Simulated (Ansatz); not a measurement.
Cost and result for the atomization energy of C₃H₆BNO, SMILES `BC1OCC1=N` (12 atoms, 12 bonds).

Cartesian coordinates in Å:
```
B -1.522 -1.150 -0.490
C -0.832 0.113 0.085
O -0.438 1.172 -0.824
C 0.930 1.115 -0.413
C 0.616 -0.021 0.533
N 1.190 -0.787 1.338
H -1.837 -1.212 -1.639
H -1.728 -2.057 0.259
H -1.444 0.510 0.914
H 1.610 0.866 -1.236
H 1.267 2.038 0.074
H 2.188 -0.587 1.399
```

Total charge 0; spin multiplicity 1. All single points use the PBE0-D4/def2-TZVP geometry. It is one conformer, not always the lowest. Program: Ansatz. All runs use 4 threads of an Arm Neoverse V2 on a shared host. Times are those of one run each, without the atoms' runs, and a repeat can differ threefold. Electronic energies, without spin–orbit coupling; frozen cores. CCSD(T)/CBS adds CCSD(T) − MP2 in def2-TZVPP to the MP2 limit, and its time is that of the two runs behind it. T1 = 0.013. B3LYP takes the VWN-RPA correlation (the form of Gaussian; ORCA's B3LYP/G).

CCSD(T)/CBS is a level of theory with its own doubt, some kJ/mol a heavy atom from the limit and from the frozen cores, so smaller differences don't rank the functionals.

```json
{"level": "PBE-D4/def2-TZVPP (with forces)", "functions": "270", "wall time": "2.7 s", "atomization (kJ/mol)": "4989.3", "difference from CCSD(T)/CBS": "204.5", "per bond": "17.0"}
{"level": "PBE0-D4/def2-TZVPP", "functions": "270", "wall time": "3 s", "atomization (kJ/mol)": "4862.8", "difference from CCSD(T)/CBS": "78.0", "per bond": "6.5"}
{"level": "B3LYP-D4/def2-TZVPP (with forces)", "functions": "270", "wall time": "4.9 s", "atomization (kJ/mol)": "4824.2", "difference from CCSD(T)/CBS": "39.4", "per bond": "3.3"}
{"level": "r2SCAN-D4/def2-TZVPP (with forces)", "functions": "270", "wall time": "5.5 s", "atomization (kJ/mol)": "4829.6", "difference from CCSD(T)/CBS": "44.8", "per bond": "3.7"}
{"level": "B2PLYP/def2-TZVPP", "functions": "270", "wall time": "6.5 s", "atomization (kJ/mol)": "4766.3", "difference from CCSD(T)/CBS": "-18.5", "per bond": "-1.5"}
{"level": "ωB97X-V/def2-TZVPP", "functions": "270", "wall time": "8 s", "atomization (kJ/mol)": "4829.5", "difference from CCSD(T)/CBS": "44.7", "per bond": "3.7"}
{"level": "ωB97M-V/def2-TZVPP (with forces)", "functions": "270", "wall time": "12 s", "atomization (kJ/mol)": "4834.7", "difference from CCSD(T)/CBS": "49.9", "per bond": "4.2"}
{"level": "MP2/def2-QZVPP", "functions": "522", "wall time": "28 s", "atomization (kJ/mol)": "4846.7", "difference from CCSD(T)/CBS": "61.9", "per bond": "5.2"}
{"level": "CCSD(T)/def2-TZVPP", "functions": "270", "wall time": "3.9 min", "atomization (kJ/mol)": "4657.1", "difference from CCSD(T)/CBS": "-127.7", "per bond": "-10.6"}
{"level": "CCSD(T)/CBS(def2)", "functions": "–", "wall time": "4.3 min", "atomization (kJ/mol)": "4784.8", "difference from CCSD(T)/CBS": "0.0", "per bond": "0.0"}
```

The D4 term adds +37.4 kJ/mol with B3LYP and +19.6 kJ/mol with PBE0; it sums over pairs of atoms, weighted by their polarisabilities, and B3LYP, whose exchange is more repulsive, gets the larger term. From PBE to PBE0 (25 % exact exchange), in def2-TZVPP and without D4, the atomization energy moves by −122.8 kJ/mol: exact exchange takes away binding that semilocal exchange gives to molecules. In def2-TZVPP, CCSD(T) changes the Hartree–Fock value by +1280.7 kJ/mol (the triples alone add +88.5 kJ/mol) and MP2 by +1395.1 kJ/mol; breaking electron pairs costs correlation energy, which Hartree–Fock lacks.
